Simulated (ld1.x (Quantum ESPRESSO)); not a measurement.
# Ranking TM semilocal potentials for Rb

All share these settings but for the change named:

```json
{"Element": "Rb (Z = 37)", "Generator": "ld1.x (Quantum ESPRESSO) 7.5", "Type": "norm-conserving Troullier–Martins (semilocal form)", "Functional": "LDA (PZ)", "Relativity": "scalar-relativistic", "Frozen core": "[Kr]", "Valence charge": "1", "Reference configuration": "4d1 5s0 5p0", "Partial waves": "5s (bound, empty): rc 3.25 bohr; 4d (bound): rc 4.20 bohr; 5p (bound, empty): rc 4.00 bohr", "Local potential": "the p channel", "Core correction": "Bessel-smoothed model core, default radius (core density twice the valence density)"}
```

Test errors are all-electron minus pseudo excitation energies from the reference, over 4d0 5s1 5p0; 4d0 5s0.5 5p0; 4d0 5s0 5p1; 4d0.5 5s0.5 5p0. None of these files shows a bound ghost.

The base gives 2.9 meV.

Of 8 variants that were run, those that failed, showed a ghost or another fault, or gave nearly equal values are left out.

**Question.** Rank these variants by their largest absolute test error, smallest first.
A. wave 5p (bound): rc 4.00 bohr becomes 5p (bound): rc 5.44 bohr
B. core correction none
C. wave 4d (bound): rc 4.20 bohr becomes 4d (bound): rc 2.78 bohr
D. functional PBE
E. all radii but the core radius scaled by about 1.22 (s 3.96, p 4.86, d 5.12 bohr)

**Answer.** D (2.1 meV), A (3.6 meV), C (4.6 meV), E (6.0 meV), B (50.0 meV).
